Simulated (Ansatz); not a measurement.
Consider the cleavage of the Si–Al bond: `[SiH3][AlH][S][SiH3]` + `[OH][Al]([OH])[Cl]` → `[OH][Al]([Cl])[O][SiH3]` + `[AlH2][S][SiH3]`.

Computed with Ansatz on PBE0-D4/def2-TZVP structures; ΔE is electronic, products minus reactants. CBS: MP2 limit from def2 TZ/QZ plus the TZ coupled-cluster correction, frozen cores. This one scheme is used for every species. DFT in def2-TZVPP. HSE06 is defined as in plane-wave codes. One conformer a species, not always the lowest.

CCSD(T)/CBS gives -23.2 kcal/mol.

Task: Another level gave -25.4 kcal/mol. Which?
A. RPA@PBE/def2-TZVPP
B. CAM-B3LYP-D4/def2-TZVPP
C. PBE-QIDH/def2-TZVPP
D. HSE06-D4/def2-TZVPP

Result: B. CAM-B3LYP-D4 -25.4, RPA@PBE/def2-TZVPP -23.7, HSE06-D4 -18.4, PBE-QIDH -22.3 kcal/mol.

Largest T1 diagnostic among the species: 0.013.

From r2SCAN to r2SCAN0 (25 % exact exchange), in def2-TZVPP and without D4, ΔE moves by −1.0 kcal/mol. Leaving LDA and LC-ωPBE aside and taking each functional with its dispersion term where it has one, the values, not all of them listed here, spread over 10.2 kcal/mol, from BHLYP-D4 to PBE-D4.
